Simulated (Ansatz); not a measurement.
Consider the redistribution: `B[O][GaH2]` + `BN[SiH3]` → `B[NH][GaH2]` + `BO[SiH3]`.

Isolated molecules relaxed with PBE0-D4/def2-TZVP in Ansatz; ΔE leaves out vibrations. CCSD(T)/CBS is the MP2 limit (def2-TZVPP, def2-QZVPP) plus CCSD(T) − MP2 in def2-TZVPP, frozen cores. Functionals use def2-TZVPP. HSE06 is defined as in plane-wave codes. For Ga outer-core shells are correlated without core-valence functions, which leaves a few kJ/mol of doubt a bond. Scalar relativity is left out up to krypton.

| level | ΔE (kJ/mol) |
| --- | --- |
| PBE0-D4 | -19.7 |
| HSE06-D4 | -19.6 |
| PBE-QIDH | -22.3 |
| r2SCANh | -20.4 |
| CCSD/def2-SVP | -13.9 |
| MP2/def2-TZVPP | -25.1 |
| HF/def2-QZVPP | -23.6 |
| MP2/CBS(def2) | -28.4 |

Q: What does CCSD(T)/CBS give? (Best estimate.)

A: Computed: -26.9 kJ/mol. The listed levels differ from it by 7.2, 7.3, 4.6, 6.5, 13.0, 1.8, 3.3, -1.5 kJ/mol.

Largest T1 diagnostic among the species: 0.016.

At CCSD(T), def2-SVP lies +13.0 kJ/mol from the extrapolated value and def2-TZVPP +3.3 kJ/mol. Leaving LDA and LC-ωPBE aside and taking each functional with its dispersion term where it has one, the values, not all of them listed here, spread over 6.7 kJ/mol, from BHLYP-D4 to revPBE-D4.
